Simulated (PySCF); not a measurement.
# UHF on Al⁺ (aluminium, charge +1)

Configuration: [Ne] 3s2, closed-shell 1S. Calculation: PySCF 2.14, in x2c-SVPall (4s3p1d, 18 functions); scalar relativity by spin-free X2C-1e.

```
Total energy                        : -242.015075 hartree
One-electron energy                 : -333.3247 hartree
Hartree (Coulomb) energy            : 109.2499 hartree
Exchange energy                     : -17.9403 hartree
⟨S²⟩                                : 0.0000
⟨L²⟩                                : 0.000
Sum of ⟨r⟩                          : 9.955 bohr
Sum of ⟨r²⟩                         : 17.40 bohr²
Langevin diamagnetic susceptibility : -13.8 ×10⁻⁶ cm³/mol
Time after the integrals            : 0.04 s of wall time on 1 thread of Neoverse-V1 (shared host)
```

```json
{"shell": "1s", "electrons": "2", "mean orbital energy (hartree)": "-58.90522", "rms radius, mean of both spins (bohr)": "0.139"}
{"shell": "2s", "electrons": "2", "mean orbital energy (hartree)": "-5.23283", "rms radius, mean of both spins (bohr)": "0.676"}
{"shell": "2p", "electrons": "6", "mean orbital energy (hartree)": "-3.52137", "rms radius, mean of both spins (bohr)": "0.674"}
{"shell": "3s", "electrons": "2", "mean orbital energy (hartree)": "-0.65056", "rms radius, mean of both spins (bohr)": "2.62"}
```

Densities and radii are taken from the X2C orbitals without a picture-change correction, which distorts them close to the nucleus.
